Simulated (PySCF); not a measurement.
[Hf(OH)3(SH)], neutral singlet in the gas phase. 

Cartesian coordinates (Å):
```xyz
9

Hf     0.0063     0.1853     0.1258
O      1.0576    -0.0212    -1.4752
H      1.5303    -0.1284    -2.3000
O     -1.7150    -0.6630    -0.0040
H     -2.5985    -0.9789    -0.1941
O     -0.1233     2.0603     0.5489
H     -0.2400     2.9908     0.7376
S      1.1456    -0.9880     1.9944
H      2.2696    -0.2427     1.8692
```
Charge 0, spin multiplicity 1.

All levels are single points at this geometry (r2SCAN-D4/def2-SVP); Pople sets use spherical d functions. Orbital energies aren't observables, and empty levels follow the basis.

```tsv
level	HOMO (eV)	LUMO (eV)	gap (eV)	dipole (D)	vertical IE, Delta-SCF (eV)
PBE-D3(BJ)/def2-TZVP in PySCF	-5.70	-0.92	4.78	3.36	–
TPSSh-D3(BJ)/def2-TZVP in PySCF	-6.26	-0.42	5.84	3.48	–
B3LYP/6-31G* (LANL2DZ on Hf) in PySCF	-6.55	-0.26	6.29	3.92	10.14
B3LYP/LANL2DZ in PySCF	-6.68	-0.32	6.36	4.25	–
M06-2X/6-31G* (LANL2DZ on Hf) in PySCF	-8.02	0.56	8.57	3.96	–
SVWN5/6-31G* (LANL2DZ on Hf) in PySCF	-5.68	-1.02	4.66	3.91	8.96
```
